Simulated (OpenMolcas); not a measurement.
Computed levels of 3s2 3p3 in ions with 15 electrons, in cm-1 above 4S* 3/2.

```yaml
Program: OpenMolcas 26.06
Method: RASSCF
Basis: ANO-RCC-VQZP
Scalar_Hamiltonian: DKH2, point nucleus
Spin-orbit_coupling: state interaction with AMFI integrals over the reference wave functions, term energies averaged over their components
```

Active space for each ion: 3 electrons in 9 orbitals (RAS2 3p; RAS3 3d 4s, at most 1 electron).

```json
{"Level": "2D* 3/2", "P": "15351", "S+": "19229", "Ar3+": "26059"}
{"Level": "2D* 5/2", "P": "15357", "S+": "19247", "Ar3+": "26150"}
{"Level": "2P* 1/2", "P": "25381", "S+": "31900", "Ar3+": "43426"}
{"Level": "2P* 3/2", "P": "25389", "S+": "31924", "Ar3+": "43546"}
```

**Question.** Estimate 2D* 3/2, 2D* 5/2 for Cl2+ from its neighbours S+ and Ar3+.

**Answer.** 2D* 3/2 is another term, which grows about linearly with the charge: (19229 + 26059) / 2 = 22644. The calculation gives 22761, so the estimate is off by -0.5 %; the measured value is 18053 (Moore, Atomic Energy Levels, vol. I, NSRDS-NBS 35 (1971 reprint of NBS Circular 467, 1949)).
2D* 5/2 is another term, which grows about linearly with the charge: (19247 + 26150) / 2 = 22698. The calculation gives 22804, so the estimate is off by -0.5 %; the measured value is 18120 (Moore, Atomic Energy Levels, vol. I, NSRDS-NBS 35 (1971 reprint of NBS Circular 467, 1949)).

With the s shell closed, the reference lacks s² → p² mixing. Without dynamic correlation excited terms often stand tens of per cent too high (terms of higher spin than the ground term too low), and those without a measured partner can miss by more than the paired ones (holds for P; S+). Measured partners are found by configuration, term and J. A level has none where our copy of the source lacks it or the pairing is in doubt (some pairs that miss far off the trend of their configuration count as doubtful), and it then counts in no deviation. Only configurations of the active space appear.

* marks odd parity.
